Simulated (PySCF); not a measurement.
C5H7F.

```xyz
13

C      1.7940    -0.2046    -0.3111
C      0.4828     0.5224    -0.5777
C     -0.0628     1.4153     0.5290
C     -1.1216     0.6341     0.8026
C     -0.8145    -0.3274    -0.3200
F     -0.5957    -1.6448     0.0324
H      1.9816    -0.9675    -1.0832
H      1.7701    -0.7105     0.6654
H      2.6406     0.5006    -0.3160
H      0.5054     0.9967    -1.5762
H      0.2798     2.3767     0.9233
H     -1.9478     0.6926     1.5153
H     -1.5352    -0.3241    -1.1569
```

Coordinates come from a B3LYP-D3(BJ)/def2-SVP optimisation. The structure was generated by enumeration; whether it is a known compound was not checked.

Level of theory: PBE0/pcSseg-1 in PySCF. Non-relativistic, no solvent.

**Question.** Give the absolute GIAO shielding of each atom: isotropic value and principal components (ppm). (The exact figures need the calculation; the answer reports its results.)

**Answer.** 
```json
[
 {"atom": "C1", "σ(iso)": "166.5", "σ11": "154.6", "σ22": "163.2", "σ33": "181.7", "span": "27.2"},
 {"atom": "C2", "σ(iso)": "134.8", "σ11": "124.4", "σ22": "134.1", "σ33": "146.1", "span": "21.7"},
 {"atom": "C3", "σ(iso)": "27.0", "σ11": "-91.5", "σ22": "23.3", "σ33": "149.3", "span": "240.8"},
 {"atom": "C4", "σ(iso)": "36.6", "σ11": "-72.2", "σ22": "41.1", "σ33": "140.8", "span": "212.9"},
 {"atom": "C5", "σ(iso)": "92.6", "σ11": "60.4", "σ22": "80.8", "σ33": "136.7", "span": "76.3"},
 {"atom": "F6", "σ(iso)": "381.5", "σ11": "356.5", "σ22": "382.0", "σ33": "406.0", "span": "49.5"},
 {"atom": "H7", "σ(iso)": "29.9", "σ11": "26.0", "σ22": "27.5", "σ33": "36.2", "span": "10.2"},
 {"atom": "H8", "σ(iso)": "30.2", "σ11": "26.5", "σ22": "29.2", "σ33": "35.0", "span": "8.5"},
 {"atom": "H9", "σ(iso)": "29.9", "σ11": "26.0", "σ22": "27.6", "σ33": "36.2", "span": "10.2"},
 {"atom": "H10", "σ(iso)": "28.3", "σ11": "25.0", "σ22": "27.7", "σ33": "32.2", "span": "7.2"},
 {"atom": "H11", "σ(iso)": "24.6", "σ11": "22.8", "σ22": "25.1", "σ33": "26.0", "span": "3.2"},
 {"atom": "H12", "σ(iso)": "24.8", "σ11": "23.4", "σ22": "24.4", "σ33": "26.6", "span": "3.2"},
 {"atom": "H13", "σ(iso)": "26.0", "σ11": "22.4", "σ22": "26.0", "σ33": "29.6", "span": "7.2"}
]
```
